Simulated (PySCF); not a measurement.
**Working out the ionisation energy of Ni⁺**

Ni⁺ [Ar] 3d9 (2D) → Ni²⁺ [Ar] 3d8 (3F). All numbers are calculated (PySCF 2.14, no relativity, point nucleus, in aug-cc-pVDZ (7s6p4d2f, 59 functions)). Frozen: [Ar]. Energies in hartree (1 hartree = 27.21139 eV):

| part | Ni⁺ (lower) | Ni²⁺ (upper) |
| --- | --- | --- |
| UHF | -1506.594457 | -1506.033568 |
| CCSD correlation | -0.290781 | -0.203102 |
| (T) | -0.008114 | -0.003254 |

**Question.** What does Hartree-Fock give?

**Answer.** (-1506.033568) − (-1506.594457) = 0.560889 hartree = 15.263 eV.

**Question.** What do CCSD and CCSD(T) give?

**Answer.** The CCSD correlation energies differ by 0.087679 hartree = 2.386 eV and the triples by 0.004860 hartree = 0.132 eV, so CCSD gives 17.649 eV and CCSD(T) 17.781 eV.

Reference: 18.169 eV (measured; NIST Atomic Spectra Database, ionization energies), between the lowest levels; spin-orbit coupling is absent from the calculation.

The calculation is non-relativistic.

A double-zeta basis recovers only part of the correlation energy.

What remains against the reference includes basis incompleteness, the frozen core and higher excitations.
